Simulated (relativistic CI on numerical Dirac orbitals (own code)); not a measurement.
**Rh³⁺ (4d6) in a crystal field**

Calculated by Dirac-Coulomb-Breit CI, separate exchange-only KLI orbitals for each configuration, a model potential for QED, valence Slater integrals scaled by 0.8, one configuration in a parametric crystal field (own radial code).

Field parameters in Wybourne normalisation: D4h B²₀ = −7Ds, B⁴₀ = 21(Dq − Dt), B⁴₄ = 21√(5/14) Dq. The field is a parameter set, without covalency.

S is read from ⟨S²⟩ = S(S + 1).

Levels (cm⁻¹, degeneracy): 0 (1), 21025 (1), 21121 (2), 21160 (1), 21380 (1), 21930 (2), 22437 (1), 22872 (1), 25357 (2), 25676 (1), 26508 (1), 27487 (1).

Which field gives this pattern?
A. D4h, 10Dq = 40500, Ds = -1250, Dt = 180 cm⁻¹
B. D4h, 10Dq = 44200, Ds = 1880, Dt = 170 cm⁻¹
C. D4h, 10Dq = 29900, Ds = 410, Dt = -80 cm⁻¹

C. D4h, 10Dq = 29900, Ds = 410, Dt = -80 cm⁻¹, ground level with S = 0.04.
